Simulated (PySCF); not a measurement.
**Where the electron goes**

Compound: 2,2,4-trimethylpentane, C8H18.
Geometry (PBE0-D3(BJ)/def2-SVP, Å), atoms numbered from 1 in this order:
```
atom  x, y, z in Å
C1     2.6253    1.2183    0.0863
C2     1.4327    0.3875   -0.3837
C3     1.8426   -1.0745   -0.5323
C4     0.2502    0.6342    0.5609
C5    -1.1416    0.0395    0.2479
C6    -2.1647    0.8136    1.0881
C7    -1.4926    0.2060   -1.2316
C8    -1.2406   -1.4382    0.6423
H9     3.4775    1.1233   -0.6045
H10    2.3695    2.2867    0.1627
H11    2.9655    0.8864    1.0818
H12    1.1494    0.7601   -1.3846
H13    1.0822   -1.6737   -1.0524
H14    2.0211   -1.5393    0.4517
H15    2.7746   -1.1578   -1.1134
H16    0.5402    0.3168    1.5802
H17    0.1253    1.7301    0.6209
H18   -1.9213    0.7530    2.1613
H19   -2.1864    1.8790    0.8084
H20   -3.1792    0.4066    0.9505
H21   -2.5280   -0.1183   -1.4228
H22   -0.8344   -0.3918   -1.8806
H23   -1.4090    1.2594   -1.5450
H24   -2.2670   -1.8083    0.4874
H25   -0.5681   -2.0786    0.0568
H26   -0.9933   -1.5771    1.7070
```

Method used: TDDFT PBE0/def2-SVPD, vertical, gas phase, core orbitals frozen in the response (PySCF 2.14.0, density-fitted response routines).

Kohn–Sham orbitals with the atoms that hold most of them (Löwdin shares over 4%, at most four atoms; ? is withheld):

```csv
orbital,ε (eV),atoms
LUMO+2,1.42,"H12 12%, C7 11%, H16 9%, H23 9%"
LUMO+1,1.24,"C1 15%, C6 10%, H9 9%, C3 7%"
LUMO,0.60,"C7 8%, C6 7%, C8 7%, C3 7%"
HOMO,-8.45,?
HOMO-1,-8.69,?
HOMO-2,-8.78,"C4 14%, C8 14%, C5 13%, C2 11%"
HOMO-3,-9.21,"C5 14%, C7 12%, C2 11%, C8 11%"
```

Q: Which atoms hold the HOMO, and with what shares?

A: C4 (bonded to 2 C and 2 H) 16%; C5 (bonded to 4 C) 16%; C6 (bonded to C and 3 H) 13%; C2 (bonded to 3 C and H) 12%.

Q: Which atoms hold the HOMO-1, and with what shares?

A: C4 (bonded to 2 C and 2 H) 17%; C5 (bonded to 4 C) 14%; C2 (bonded to 3 C and H) 13%; C7 (bonded to C and 3 H) 10%.

Q: How does S1 compare with the orbital gap of 9.05 eV?

A: S1 is at 8.02 eV (f = 0.059), 1.03 eV below the gap, made of HOMO→LUMO (98%). Without the coupling terms of the response equations the lowest excitation would equal the gap.

Q: One configuration dominates each of S1, S2 and S3. Which, and how do the shares of the two leading atoms of either orbital change from the occupied to the empty one?

A: 
- S1 (8.02 eV, f 0.059), HOMO→LUMO (98%): C4 16% → at most 7%, C5 16% → at most 7%, C7 at most 13% → 8%, C6 13% → 7%
- S2 (8.27 eV, f 0.061), HOMO-1→LUMO (97%): C4 17% → at most 7%, C5 14% → at most 7%, C7 10% → 8%, C6 at most 10% → 7%
- S3 (8.35 eV, f 0.071), HOMO-2→LUMO (96%): C4 14% → at most 7%, C8 14% → 7%, C7 at most 11% → 8%, C6 at most 11% → 7%

One conformer stands for the species.
